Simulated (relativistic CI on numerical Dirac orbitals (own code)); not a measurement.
**Spin-allowed bands of a d2 ion in a tetrahedral site, by hand**

Problem. Take Δ = 7600 cm⁻¹ and B = 990 cm⁻¹ for a d2 ion in a tetrahedral site. Calculate the three spin-allowed bands.

Working.
1. The terms of highest spin are 3F (energy 0) and 3P (15B = 14850 cm⁻¹). Here the F term splits into A2 at −1.2Δ = -9120, T2 at −0.2Δ = -1520 and T1 at +0.6Δ = 4560 cm⁻¹.
2. The two T1 states mix through the element 0.4Δ: H = [[4560, 3040], [3040, 14850]], with roots ½(H₁₁ + H₂₂) ∓ ½√[(H₂₂ − H₁₁)² + 4H₁₂²] = ½(19410) ∓ ½(11952) = 3729 and 15681 cm⁻¹.
3. The ground term is 3A2 at -9120 cm⁻¹.
4. Bands: 3T2 7600 cm⁻¹ (1316 nm), 3T1(F) 12849 cm⁻¹ (778 nm), 3T1(P) 24801 cm⁻¹ (403 nm).

Check. Exact diagonalisation of the whole d2 shell with these parameters gives 3T2 7600, 3T1 12849, 3T1 24801 cm⁻¹. The match is exact, since without spin-orbit coupling no other term has this spin. The ratio of the second band to the first, 1.691, depends on Δ/B = 7.7 alone, which is how a Tanabe-Sugano diagram is read.
